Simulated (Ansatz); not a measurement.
Reaction (redistribution): `O[SiH](P)S` + `F[SiH2][SiH3]` → `O[SiH]([SiH3])S` + `F[SiH2]P`

Isolated molecules relaxed with PBE0-D4/def2-TZVP in Ansatz; ΔE leaves out vibrations. CBS: MP2 limit from def2 TZ/QZ plus the TZ coupled-cluster correction, frozen cores. DFT in def2-TZVPP. Each species was taken in one conformer, which may not be the lowest.

`O[SiH](P)S`:

```xyz
9

O     1.274    0.475    1.196
Si    0.347   -0.017   -0.069
P    -1.694   -0.646    0.638
S    -0.073    1.540   -1.471
H     0.988    1.259    1.670
H     1.152   -1.080   -0.709
H    -1.186   -1.815    1.266
H    -1.994   -1.314   -0.579
H     1.186    1.597   -1.942
```

`F[SiH2][SiH3]`:

Cartesian coordinates in Å:
```
F -0.302 2.245 0.100
Si 0.631 0.960 -0.146
Si -0.623 -0.998 0.144
H 1.174 1.054 -1.527
H 1.758 1.028 0.821
H -1.160 -1.079 1.528
H 0.273 -2.162 -0.097
H -1.751 -1.048 -0.823
```

`O[SiH]([SiH3])S`:

Cartesian coordinates in Å:
```
O 1.588 0.265 -1.060
Si 0.581 -0.204 0.156
Si -1.337 1.114 -0.035
S -0.005 -2.265 0.003
H 2.333 -0.304 -1.264
H 1.248 -0.082 1.482
H -2.178 0.920 1.176
H -2.109 0.696 -1.235
H -0.984 2.553 -0.157
H 0.863 -2.692 0.934
```

`F[SiH2]P`:

Cartesian coordinates in Å:
```
F -0.734 1.938 0.393
Si 0.084 0.568 0.544
P 0.052 -0.501 -1.428
H 1.491 0.900 0.878
H -0.541 -0.188 1.657
H -1.181 -1.155 -1.163
H 0.828 -1.561 -0.882
```

| level | ΔE (kJ/mol) | difference from CCSD(T)/CBS |
| --- | --- | --- |
| r2SCANh-D4 | 3.9 | 1.0 |
| PBE-QIDH | 3.6 | 0.7 |
| r2SCAN | 4.0 | 1.1 |
| PBE0 | 3.3 | 0.4 |
| CAM-B3LYP | 2.9 | 0.0 |
| HF/def2-SVP | 3.0 | 0.1 |
| CCSD/def2-SVP | 3.0 | 0.1 |
| CCSD(T)/def2-SVP | 3.1 | 0.2 |
| HF/def2-QZVPP | 2.6 | -0.3 |
| SCS-MP2/def2-QZVPP | 3.3 | 0.4 |
| CCSD(T)/CBS | 2.9 | 0 |

Largest T1 diagnostic among the species: 0.013.

Leaving LDA and LC-ωPBE aside and taking each functional with its dispersion term where it has one, the values, not all of them listed here, spread over 1.3 kJ/mol, from ωB97M-V to revPBE-D4.
